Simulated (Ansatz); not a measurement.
Input for Ansatz (a first-principles code): R-PBE0/def2-TZVPP on Cl4Ga2.

Ansatz 0.2 input:
```yaml
crystal:
  periodic: [false, false, false]
  atoms:
    - {symbol: Ga, position_ang: [-0.00000000, 0.00000000, 1.22625321]}
    - {symbol: Ga, position_ang: [0.00000000, -0.00000000, -1.22625321]}
    - {symbol: Cl, position_ang: [1.82318769, 0.00000000, 2.36556549]}
    - {symbol: Cl, position_ang: [-1.82318769, -0.00000000, 2.36556549]}
    - {symbol: Cl, position_ang: [0.00000000, 1.82318769, -2.36556549]}
    - {symbol: Cl, position_ang: [-0.00000000, -1.82318769, -2.36556549]}
basis:
  gaussian:
    orbitals: def2-TZVPP
hamiltonian:
  xc: {name: PBE0}
scf: {lower_state_search: off}
```

Output:

```
WARN ansatz: RAYON_NUM_THREADS=4 ignored (pool sized by the plan → 4); use --threads N
Functional definition: PBE0
these checks for a lower state are left out or cut short: stability, starts, cluster_reference, orbital_swaps, neighbouring_geometries, increment
integrals: 0.36 GiB planned
2126 factors; their error is unknown
mean field: 2.86 GiB planned
mean field evaluation 1: about -154821.8006 eV, gradient 3.9e1 eV
mean field evaluation 2: about -154818.4465 eV, gradient 6.2e1 eV
mean field evaluation 4: about -154824.4269 eV, gradient 1.0e0 eV
mean field evaluation 8: about -154824.9365 eV, gradient 2.6e-1 eV
mean field evaluation 16: about -154824.9365 eV, gradient 1.5e-6 eV
mean field -154824.93651430 eV, -5689.7114727893 hartree, gradient 1.5e-6 eV, S^2 0.000000; 0 other end points of the search recorded, 0 dependent functions left out
reference -154824.93654978 eV, -5689.7114740933 hartree; 65, 65 occupied and 199, 199 virtual orbitals, 2126 factors
Total energy: -154824.93654978 eV, -5689.7114740933 hartree
Checks for a lower state left out: stability, starts, cluster_reference, orbital_swaps, neighbouring_geometries, increment
```

The run converged.

Cost: very roughly 17 core-seconds.
